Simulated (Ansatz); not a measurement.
Start from `CN[SiH2]CN` and change one atom or group to get `NC[SiH2][GeH3]`.

Ansatz, PBE0-D4/def2-TZVP geometries, multiplicity 1. Each molecule was computed in one conformer, which needn't be the lowest.

Scalar relativity is left out up to krypton.

```json
{"property": "LUMO energy (B3LYP/def2-TZVPP) / eV", "`CN[SiH2]CN`": "0.35"}
{"property": "HOMO energy (PBE/def2-TZVPP) / eV", "`CN[SiH2]CN`": "-5.08"}
{"property": "LUMO energy (PBE/def2-TZVPP) / eV", "`CN[SiH2]CN`": "-0.21"}
{"property": "HOMO energy (B3LYP/def2-TZVPP) / eV", "`CN[SiH2]CN`": "-6.24"}
{"property": "size of the dipole moment (B3LYP/def2-TZVPP) / D", "`CN[SiH2]CN`": "1.52"}
{"property": "LUMO energy (PBE0/def2-TZVPP) / eV", "`CN[SiH2]CN`": "0.64"}
```

(1) Give the same properties after the change, and the shifts. (Estimate.)

Results:

(1) Computed: 
| property | `NC[SiH2][GeH3]` | shift |
| --- | --- | --- |
| LUMO energy (B3LYP/def2-TZVPP) / eV | -0.02 | -0.37 |
| HOMO energy (PBE/def2-TZVPP) / eV | -5.55 | -0.47 |
| LUMO energy (PBE/def2-TZVPP) / eV | -0.61 | -0.40 |
| HOMO energy (B3LYP/def2-TZVPP) / eV | -6.79 | -0.55 |
| size of the dipole moment (B3LYP/def2-TZVPP) / D | 1.58 | 0.06 |
| LUMO energy (PBE0/def2-TZVPP) / eV | 0.20 | -0.44 |

With PBE0 the HOMO falls by 0.58 eV and the LUMO falls by 0.44 eV, so the gap widens by about 0.14 eV. PBE moves the HOMO by -0.47 eV and ωB97M-V by -0.64 eV. Dipoles are sizes alone; their direction can turn.

B3LYP here is the variant with VWN-RPA as its local correlation; programs differ in this.
